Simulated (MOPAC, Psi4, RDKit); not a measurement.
Torsional profile of SMILES [SiH3]c1c(N)cccc1. Scanned: dihedral H9–N1–C2–C3; all other coordinates were relaxed at GFN2-xTB. Heavy atoms are numbered in the order of the SMILES Nc1ccccc1[SiH3], hydrogens after them in the order of the atoms that carry them; the mirror image has the same energies with the sign of each dihedral reversed.

Levels of theory: PM6, restricted, heats of formation // GFN2-xTB (MOPAC); MMFF94 // GFN2-xTB (RDKit); PBE-D3(BJ)/def2-SVP // GFN2-xTB (Psi4).

Energies relative to the lowest point of each profile, in kcal/mol:

```json
[
 {"φ / °": "-150", "PM6": "0.0", "MMFF94": "0.0"},
 {"φ / °": "-120", "PM6": "1.6", "MMFF94": "1.4"},
 {"φ / °": "-90", "PM6": "3.0", "MMFF94": "4.8"},
 {"φ / °": "-60", "PM6": "1.6", "MMFF94": "2.6"},
 {"φ / °": "-30", "PM6": "0.0", "MMFF94": "0.1"},
 {"φ / °": "0", "PM6": "0.1", "MMFF94": "1.4"},
 {"φ / °": "30", "PM6": "0.0", "MMFF94": "0.1"},
 {"φ / °": "60", "PM6": "1.6", "MMFF94": "2.6"},
 {"φ / °": "90", "PM6": "3.0", "MMFF94": "4.8"},
 {"φ / °": "120", "PM6": "1.6", "MMFF94": "1.5"},
 {"φ / °": "150", "PM6": "0.0", "MMFF94": "0.0"},
 {"φ / °": "180", "PM6": "0.1", "MMFF94": "1.4"}
]
```

### Question
What does PBE-D3(BJ)/def2-SVP give at the same points?

### Answer
-150: 0.0; -120: 1.5; -90: 4.1; -60: 2.4; -30: 0.3; 0: 0.4; 30: 0.3; 60: 2.4; 90: 4.1; 120: 1.5; 150: 0.0; 180: 0.4 (kcal/mol).

MMFF94 has few fitted parameters for silicon.
